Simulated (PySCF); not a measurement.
What settings do to a single point of [BiCl3]2+

The sound run of [BiCl3]2+ (singlet) uses PySCF 2.14.0, RKS BP86, Bi def2-SVP with ECP60, Cl def2-SVP; non-relativistic Hamiltonian with scalar-relativistic core potentials where named; density fitting; no spin-orbit coupling, grid (50, 194), threshold 1e-8 Eh and 55 cycles, at the relaxed geometry:

```xyz
4

Bi    0.0000    0.0000    0.0000
Cl    2.3961    0.0000    0.0000
Cl   -1.1980    2.0751    0.0000
Cl   -1.1980   -2.0750    0.0000
```

There Bi1 has a Mulliken charge of 1.27 e and the dipole about the centre of mass is 0.00 D. Each run below changes one thing and starts from free metal ions and neutral atoms unless it says otherwise; with 55 cycles, smearing, a level shift and second-order steps follow where DIIS fails, and their cycles count. Energy shifts count from the sound run.

```csv
change,outcome,cycles,energy shift (eV),largest force component (eV/Å),charge on Bi1 (e),dipole about the centre of mass (D)
"start from the bare core Hamiltonian, limit 56 cycles",converged,14,0.0000,0.02,1.27,0.00
threshold 0.0001,converged,8,0.0000,0.02,1.28,0.01
```

(1) How does the run with this change end: grid (10, 14)?

Unsound on purpose, so not properties of the compound: grid (10, 14).

Forces carry noise of the integration grid, about 0.01 to 0.03 eV/Å.

The gap of the closed shell is small, and it wasn't tested for a lower spin-broken solution at this geometry.

Results:

(1) outcome converged, cycles 12, energy shift (eV) 32.04, largest force component (eV/Å) 11.68, charge on Bi1 (e) 1.31, dipole about the centre of mass (D) 0.17.
